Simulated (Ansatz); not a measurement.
The inner images of a band of C3H7AlO2 (13 atoms, charge 0, multiplicity 1) are given out of order.

Computed with Ansatz, RKS B3LYP-D4/6-31G.

Image 0:

```xyz
13
Properties=species:S:1:pos:R:3
C -1.643 -0.335 -0.210
C -0.382 0.302 0.278
Al 1.421 -0.455 0.699
O 1.695 -2.128 0.485
C 0.027 1.621 -0.268
O 0.839 0.553 -0.961
H -1.546 -1.421 -0.293
H -2.422 -0.134 0.541
H -1.987 0.070 -1.170
H 2.442 0.402 1.562
H 1.582 -2.935 -0.013
H 0.625 2.300 0.338
H -0.630 2.125 -0.973
```

Image 8:

```xyz
13
Properties=species:S:1:pos:R:3
C -1.793 -0.584 -0.372
C -0.508 -0.001 0.119
Al 1.283 -0.793 0.475
O 2.282 0.180 1.490
C -0.077 1.335 -0.370
O 0.701 0.275 -1.127
H -1.734 -1.669 -0.497
H -2.558 -0.384 0.394
H -2.134 -0.133 -1.313
H 1.579 -2.321 0.137
H 3.163 0.214 1.868
H 0.551 1.962 0.257
H -0.733 1.883 -1.045
```

Task: Put them in order from the first end to the last, with their energies above the first end.
A.
```xyz
13
Properties=species:S:1:pos:R:3
C -1.394 -0.427 -0.598
C -0.117 0.279 -0.220
Al 1.356 -0.582 0.753
O 1.046 -2.146 1.380
C -0.068 1.767 -0.322
O 0.561 1.001 -1.420
H -1.188 -1.374 -1.107
H -1.979 -0.657 0.301
H -2.007 0.192 -1.265
H 2.754 0.157 0.966
H 1.415 -2.888 1.862
H 0.618 2.349 0.290
H -0.977 2.294 -0.607
```
B.
```xyz
13
Properties=species:S:1:pos:R:3
C -1.575 -0.349 -0.401
C -0.345 0.324 0.123
Al 1.333 -0.483 0.715
O 1.243 -2.197 0.823
C 0.011 1.695 -0.304
O 0.786 0.661 -1.081
H -1.325 -1.322 -0.837
H -2.253 -0.540 0.441
H -2.104 0.249 -1.153
H 2.581 0.345 1.253
H 1.735 -2.989 1.037
H 0.627 2.331 0.328
H -0.693 2.240 -0.929
```
C.
```xyz
13
Properties=species:S:1:pos:R:3
C -1.303 -0.502 -0.757
C -0.059 0.246 -0.333
Al 1.403 -0.645 0.641
O 0.892 -1.757 1.847
C -0.137 1.739 -0.250
O 0.512 1.146 -1.440
H -1.051 -1.358 -1.393
H -1.836 -0.883 0.122
H -1.979 0.149 -1.326
H 2.951 -0.341 0.404
H 1.199 -2.350 2.536
H 0.523 2.303 0.407
H -1.094 2.219 -0.445
```
D.
```xyz
13
Properties=species:S:1:pos:R:3
C -1.313 -0.728 -1.113
C -0.406 -0.054 -0.140
Al 1.305 -0.612 0.637
O 1.461 -0.177 2.301
C -0.366 1.427 -0.051
O 0.849 0.911 -0.790
H -0.822 -1.564 -1.621
H -2.137 -1.148 -0.518
H -1.739 -0.053 -1.865
H 2.307 -1.635 -0.063
H 2.034 -0.327 3.057
H -0.119 1.929 0.879
H -1.033 1.995 -0.698
```
E.
```xyz
13
Properties=species:S:1:pos:R:3
C -1.249 -0.545 -0.924
C -0.067 0.210 -0.352
Al 1.377 -0.741 0.603
O 0.990 -1.241 2.201
C -0.224 1.679 -0.146
O 0.538 1.224 -1.338
H -0.926 -1.376 -1.564
H -1.862 -0.960 -0.113
H -1.877 0.117 -1.533
H 2.809 -1.071 -0.024
H 1.338 -1.680 2.980
H 0.358 2.213 0.602
H -1.184 2.137 -0.378
```
F.
```xyz
13
Properties=species:S:1:pos:R:3
C -1.244 -0.649 -1.092
C -0.197 0.072 -0.286
Al 1.275 -0.790 0.683
O 1.332 -0.502 2.378
C -0.342 1.538 -0.083
O 0.655 1.107 -1.108
H -0.819 -1.483 -1.661
H -2.006 -1.058 -0.415
H -1.740 0.026 -1.801
H 2.389 -1.669 -0.046
H 1.852 -0.691 3.162
H 0.076 2.029 0.791
H -1.211 2.035 -0.509
```
G.
```xyz
13
Properties=species:S:1:pos:R:3
C -1.231 -0.592 -1.017
C -0.109 0.158 -0.337
Al 1.328 -0.780 0.636
O 1.158 -0.882 2.341
C -0.287 1.620 -0.118
O 0.582 1.197 -1.251
H -0.856 -1.427 -1.622
H -1.919 -1.002 -0.265
H -1.799 0.072 -1.682
H 2.600 -1.420 -0.089
H 1.554 -1.197 3.155
H 0.222 2.136 0.692
H -1.223 2.082 -0.427
```

Result: B (+0.11 eV), A (+0.21 eV), C (+0.27 eV), E (+0.31 eV), G (+0.30 eV), F (+0.26 eV), D (+0.08 eV).

Time of the run: 12 min on 1 thread of Arm Neoverse V1, with other jobs on the host, peak memory 0.17 GiB.
